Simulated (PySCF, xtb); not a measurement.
B(Cl)(Me)(OH) (CH4BClO), SMILES ClB(O)C. The values are those of a single conformer.

Harmonic wavenumbers (cm⁻¹) from GFN2-xTB (xtb) at its own minimum, in rising order: 56, 258, 343, 383, 542, 641, 847, 877, 895, 1051, 1324, 1385, 1474, 1476, 3031, 3044, 3067, 3581.

Problem. What does B3LYP-D3(BJ)/def2-SVP run with PySCF give at its own minimum? (Estimate from the structure and the level; the computed values follow.)

Solution. 82, 288, 379, 426, 605, 637, 853, 885, 949, 1170, 1316, 1401, 1436, 1458, 3033, 3104, 3136, 3829. Paired by order, the mean absolute difference is 47 cm⁻¹ and the zero-point energies are 34.7 and 35.7 kcal/mol.
